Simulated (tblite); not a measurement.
Cl2, charge +1, doublet, geometry from GFN2-xTB (a state made from the parent by changing its charge; the spin is typed, not shown lowest); tblite with GFN1-xTB with ALPB(water).

tblite was given this input:
```
$ tblite run mol.xyz --method gfn1 --charge 1 --spin 1 --alpb water --json tblite.json --no-restart

# file mol.xyz
2

Cl    -0.00000000    -0.00000000    -0.98043196
Cl     0.00000000     0.00000000     0.98043196
```

Output, abridged:

```
xTB calculator
 | screened Coulomb repulsion
 | Coulomb electrostatics
 |  * isotropic Klopman-Ohno-Mataga-Nishimoto electrostatics
 |  * onsite third-order electrostatics
 | DFT-D3(BJ) dispersion correction
 | Interactions (3)
 | [1] alpb/gbsa reaction field model
 | [2] cds contribution to solvation
 | [3] empirical free energy shift and standard state/solvent correction

halogen bonding energy    0.0000000000000E+00 Eh
repulsion energy          3.4854267257668E-03 Eh
dispersion energy        -3.5942784251519E-04 Eh
interaction energy        6.2489127607940E-04 Eh
number of electrons       1.3000000000000E+01 e
integral cutoff           1.8692496428791E+01 bohr

------------------------------------------------------------
  cycle        total energy    energy error   density error
------------------------------------------------------------
      1     -7.997228031768  -8.0009789E+00   1.1951841E-01
      2     -7.997268349949  -4.0318181E-05   7.0253952E-02
      3     -7.997289002426  -2.0652477E-05   1.2154154E-03
      4     -7.997289002496  -7.0208728E-11   3.3485088E-04
      5     -7.997289002543  -4.7004178E-11   5.9178295E-08
------------------------------------------------------------

electronic energy        -8.0010398927028E+00 Eh
total energy             -7.9972890025435E+00 Eh

Post processing:
 | Mayer-Wiberg bond orders

[Info] JSON dump of results written to 'tblite.json'
```
